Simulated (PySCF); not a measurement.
Working out the ionisation energy of In

In [Kr] 4d10 5s2 5p1 (2P) → In⁺ [Kr] 4d10 5s2 (1S). All numbers are calculated (PySCF 2.14, a scalar-relativistic core potential, in aug-cc-pVQZ-PP with ECP28MDF). Frozen: 4s2 4p6 4d10. Energies in hartree (1 hartree = 27.21139 eV):

```json
{"part": "UHF", "In (lower)": "-189.210636", "In⁺ (upper)": "-189.018879"}
{"part": "MP2 opposite-spin", "In (lower)": "-0.029732", "In⁺ (upper)": "-0.024425"}
{"part": "MP2 same-spin", "In (lower)": "-0.002347", "In⁺ (upper)": "0.000000"}
```

Question: What does Hartree-Fock give?

Answer: (-189.018879) − (-189.210636) = 0.191757 hartree = 5.218 eV.

Question: What do MP2 and SCS-MP2 (6/5 opposite-spin, 1/3 same-spin) give?

Answer: The opposite-spin parts differ by 0.144 eV and the same-spin parts by 0.064 eV. MP2: 5.218 + (0.144) + (0.064) = 5.426 eV. SCS-MP2: 5.218 + 1.2 × (0.144) + (0.064)/3 = 5.412 eV.

Measured between the centres of the two terms (NIST): 5.603 eV, so MP2 (valence) is off by -0.177 eV.

What remains against the reference includes basis incompleteness, the frozen core and correlation beyond second order.
